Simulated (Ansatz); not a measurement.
`OBS[CH](F)[AlH2]`, one more setting.

```yaml
crystal:
  periodic: [false, false, false]
  atoms:
    - {symbol: O, position_ang: [0.964292, -2.386981, 1.104237]}
    - {symbol: B, position_ang: [0.073943, -1.417998, 0.833436]}
    - {symbol: S, position_ang: [0.547190, 0.349687, 0.886708]}
    - {symbol: C, position_ang: [-0.935255, 1.170600, 0.072922]}
    - {symbol: F, position_ang: [-1.233568, 2.318964, 0.750399]}
    - {symbol: Al, position_ang: [0.259280, 1.107537, -1.499393]}
    - {symbol: H, position_ang: [1.857835, -2.089420, 1.299520]}
    - {symbol: H, position_ang: [-1.049900, -1.718819, 0.571294]}
    - {symbol: H, position_ang: [-1.762923, 0.466883, 0.176935]}
    - {symbol: H, position_ang: [1.262800, 2.302945, -1.743593]}
    - {symbol: H, position_ang: [0.081707, -0.160298, -2.431765]}
basis:
  gaussian: {orbitals: def2-mTZVP}
hamiltonian: {xc: {name: revPBE0}, pseudopotentials: {relativity: none}}
output: {forces: true}
```

```sh
$ ansatz run in.yaml --threads 4 --pin off --events-out ev --progress --plain --max-ram 10444MiB
```

Output, abridged:

```
Functional definition: revPBE0
1277 factors; integrals over basis functions are off by at most 1.0e-3 eV
mean field evaluation 1: about -23982.8297 eV, gradient 5.5e1 eV
mean field evaluation 2: about -23976.0419 eV, gradient 8.2e1 eV
mean field evaluation 4: about -23988.1136 eV, gradient 3.6e0 eV
mean field evaluation 8: about -23988.3876 eV, gradient 4.2e-1 eV
mean field evaluation 16: about -23988.3880 eV, gradient 1.7e-4 eV
mean field -23988.38804123 eV, -881.5570006019 hartree, gradient 4.1e-5 eV, S^2 0.000000; 0 other end points of the search recorded, 0 dependent functions left out
reference -23988.38808636 eV, -881.5570022604 hartree; 31, 31 occupied and 109, 109 virtual orbitals, 1277 factors
Total energy: -23988.38808636 eV, -881.5570022604 hartree
Atom 0 at     0.964292    -2.386981     1.104237 Å, force     0.000914    -0.228635     0.013753 eV/Å
Atom 1 at     0.073943    -1.417998     0.833436 Å, force    -0.208648    -0.055590    -0.021667 eV/Å
Atom 2 at     0.547190     0.349687     0.886708 Å, force     0.340229     0.013150     0.211896 eV/Å
Atom 3 at    -0.935255     1.170600     0.072922 Å, force    -0.220376    -0.127342    -0.183678 eV/Å
Atom 4 at    -1.233568     2.318964     0.750399 Å, force    -0.117387     0.274951     0.141571 eV/Å
Atom 5 at     0.259280     1.107537    -1.499393 Å, force     0.018740     0.067580    -0.128897 eV/Å
Atom 6 at     1.857835    -2.089420     1.299520 Å, force     0.146456     0.029405     0.036282 eV/Å
Atom 7 at    -1.049900    -1.718819     0.571294 Å, force     0.033398    -0.017439     0.009940 eV/Å
Atom 8 at    -1.762923     0.466883     0.176935 Å, force    -0.036359     0.049368    -0.007704 eV/Å
Atom 9 at     1.262800     2.302945    -1.743593 Å, force     0.046204     0.054371    -0.024874 eV/Å
Atom 10 at     0.081707    -0.160298    -2.431765 Å, force    -0.003172    -0.059819    -0.046622 eV/Å
Dipole moment:     0.132196    -0.300640     0.059579 e Å
```

Hardware: 4 threads of an Intel Xeon Platinum 8375C on a shared host. Wall time 2.1 s, peak host memory 0.36 GiB.
